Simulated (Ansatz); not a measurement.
Se₂, SMILES [Se]=[Se] (connectivity only; charge and spin as stated), neutral, multiplicity 3.

Geometry: PBE0-D3(BJ)/def2-TZVP.

Two levels are set side by side: PBE/def2-TZVPD (Ansatz, a quantum-chemistry and plane-wave program) and CAM-B3LYP/def2-TZVPD (Ansatz). Energy differences of separate SCF runs at the same geometry; the states with an electron removed or added have multiplicity 2 and 2. Differences are taken from unrounded values.

| quantity | CAM-B3LYP |
|---|---|
| vertical ionisation energy (eV) | 9.28 |
| vertical electron affinity (eV) | 1.83 |

Q: What does PBE give, and how far is it from CAM-B3LYP? (The exact figures need the calculation; the answer reports its results.)

A: 
| quantity | PBE | PBE minus CAM-B3LYP |
|---|---|---|
| vertical ionisation energy (eV) | 8.95 | -0.33 |
| vertical electron affinity (eV) | 1.61 | -0.22 |
